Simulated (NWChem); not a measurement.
All runs are NWChem calculations. System: bromine (Br2), charge 0, spin multiplicity 1, at a geometry optimised with PBE0/def2-SVP. Level: B3LYP/def2-SVP, VWN1-RPA local correlation.

The NWChem input:

```
start mol
memory heap 200 mb stack 900 mb global 1100 mb
geometry units angstroms nocenter noautoz
  Br     0.000000     0.000000     1.149171
  Br     0.000000     0.000000    -1.149171
  symmetry group D2h
end
basis spherical
  * library def2-svp
end
dft
  xc b3lyp
  semidirect memsize 60000000 filesize 0
  iterations 100
end
task dft energy
```

NWChem printed:

```
             Northwest Computational Chemistry Package (NWChem) 7.3.0
             --------------------------------------------------------

                                NWChem Input Module
                                -------------------

 Scaling coordinates for geometry "geometry" by  1.889725989
 (inverse scale =  0.529177249)

 Turning off AUTOSYM since
 SYMMETRY directive was detected!

                             Geometry "geometry" -> ""
                             -------------------------

 Output coordinates in angstroms (scale by  1.889725989 to convert to a.u.)

  No.       Tag          Charge          X              Y              Z
 ---- ---------------- ---------- -------------- -------------- --------------
    1 Br                  35.0000     0.00000000     0.00000000     1.14917100
    2 Br                  35.0000     0.00000000     0.00000000    -1.14917100

 Effective nuclear repulsion energy (a.u.)     282.0477239787

            Nuclear Dipole moment (a.u.)
            ----------------------------
        X                 Y               Z
 ---------------- ---------------- ----------------
     0.0000000000     0.0000000000     0.0000000000

      Symmetry information
      --------------------

 Group name             D2h
 Group number             26
 Group order               8
 No. of unique centers     1

      Symmetry unique atoms

     1


 Summary of "ao basis" -> "" (spherical)
 ------------------------------------------------------------------------------
       Tag                 Description            Shells   Functions and Types
 ---------------- ------------------------------  ------  ---------------------
 *                          def2-svp                  on all atoms

                                 NWChem DFT Module
                                 -----------------

 Summary of "ao basis" -> "ao basis" (spherical)
 ------------------------------------------------------------------------------
       Tag                 Description            Shells   Functions and Types
 ---------------- ------------------------------  ------  ---------------------
[...]
     6      0.086869  1 Br px                38     -0.086869  2 Br px

 Vector   35  Occ=2.000000D+00  E=-2.821339D-01  Symmetry=b3g
              MO Center=  1.9D-27, -4.2D-15, -2.1D-16, r^2= 2.9D+00
   Bfn.  Coefficient  Atom+Function         Bfn.  Coefficient  Atom+Function
  ----- ------------  ---------------      ----- ------------  ---------------
    16      0.460866  1 Br py                48     -0.460866  2 Br py
    13      0.412467  1 Br py                45     -0.412467  2 Br py
    10     -0.267905  1 Br py                42      0.267905  2 Br py
     7      0.086869  1 Br py                39     -0.086869  2 Br py

 Vector   36  Occ=0.000000D+00  E=-1.365224D-01  Symmetry=b1u
              MO Center= -2.2D-16, -2.2D-16, -4.7D-15, r^2= 3.2D+00
   Bfn.  Coefficient  Atom+Function         Bfn.  Coefficient  Atom+Function
  ----- ------------  ---------------      ----- ------------  ---------------
    17      0.639148  1 Br pz                49      0.639148  2 Br pz
    14      0.419624  1 Br pz                46      0.419624  2 Br pz
    11     -0.271792  1 Br pz                43     -0.271792  2 Br pz
     4     -0.238387  1 Br s                 36      0.238387  2 Br s
     5     -0.147037  1 Br s                 37      0.147037  2 Br s

 Vector   37  Occ=0.000000D+00  E= 2.631163D-01  Symmetry=ag
              MO Center= -3.7D-15, -3.7D-15, -2.4D-14, r^2= 3.7D+00
   Bfn.  Coefficient  Atom+Function         Bfn.  Coefficient  Atom+Function
  ----- ------------  ---------------      ----- ------------  ---------------
     4      1.351818  1 Br s                 36      1.351818  2 Br s
     5     -1.178500  1 Br s                 37     -1.178500  2 Br s
     3     -0.390031  1 Br s                 35     -0.390031  2 Br s
    30      0.232508  1 Br d  0              62      0.232508  2 Br d  0
     2      0.064911  1 Br s                 34      0.064911  2 Br s

 Vector   38  Occ=0.000000D+00  E= 3.614897D-01  Symmetry=b1u
              MO Center=  5.4D-17,  5.4D-17,  1.5D-13, r^2= 4.6D+00
   Bfn.  Coefficient  Atom+Function         Bfn.  Coefficient  Atom+Function
  ----- ------------  ---------------      ----- ------------  ---------------
     5      1.775345  1 Br s                 37     -1.775345  2 Br s
     4     -1.520000  1 Br s                 36      1.520000  2 Br s
     3      0.392345  1 Br s                 35     -0.392345  2 Br s
    14     -0.215640  1 Br pz                46     -0.215640  2 Br pz
    17     -0.192976  1 Br pz                49     -0.192976  2 Br pz

 center of mass
 --------------
 x =   0.00000000 y =   0.00000000 z =   0.00000000

 moments of inertia (a.u.)
 ------------------
         753.760609686720           0.000000000000           0.000000000000
           0.000000000000         753.760609686720           0.000000000000
           0.000000000000           0.000000000000           0.000000000000

     Multipole analysis of the density
     ---------------------------------

     L   x y z        total         alpha         beta         nuclear
     -   - - -        -----         -----         ----         -------
     0   0 0 0     -0.000000    -35.000000    -35.000000     70.000000

     1   1 0 0      0.000000      0.000000      0.000000      0.000000
     1   0 1 0      0.000000      0.000000      0.000000      0.000000
     1   0 0 1     -0.000000     -0.000000     -0.000000      0.000000

     2   2 0 0    -27.311479    -13.655739    -13.655739      0.000000
     2   1 1 0     -0.000000     -0.000000     -0.000000      0.000000
     2   1 0 1     -0.000000     -0.000000     -0.000000      0.000000
     2   0 2 0    -27.311479    -13.655739    -13.655739      0.000000
     2   0 1 1      0.000000      0.000000      0.000000      0.000000
     2   0 0 2    -23.523518   -176.819171   -176.819171    330.114824

 Task  times  cpu:        0.7s     wall:        0.7s

 Total times  cpu:        0.7s     wall:        0.7s
```
